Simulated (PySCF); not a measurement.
**SnSb at PBE0**

Computed with PBE0; PySCF, scalar-relativistic core potentials, basis sets Sn cc-pVDZ-PP with ECP28, Sb cc-pVDZ-PP with ECP28.

```
state                                            : ⁴Π (quartet), unpaired electrons π ↑↑↑, a second solution, started from another occupation
bond length                                      : 2.922 Å
harmonic wavenumber                              : 162 cm⁻¹
force constant                                   : 0.935 mdyn/Å
rotational constant Be                           : 0.03280 cm⁻¹
anharmonicity ωexe                               : 0.309 cm⁻¹
vibration–rotation constant αe                   : 8.79e-05 cm⁻¹
energy of the minimum from ground-state Sn + Sb  : -1.36 eV
bond order (Mayer)                               : 1.18
dipole moment (positive dipole means Sn(−)Sb(+)) : -0.59 D
```

Spin–orbit coupling is left out, which matters for elements this heavy, above all for dissociation energies.
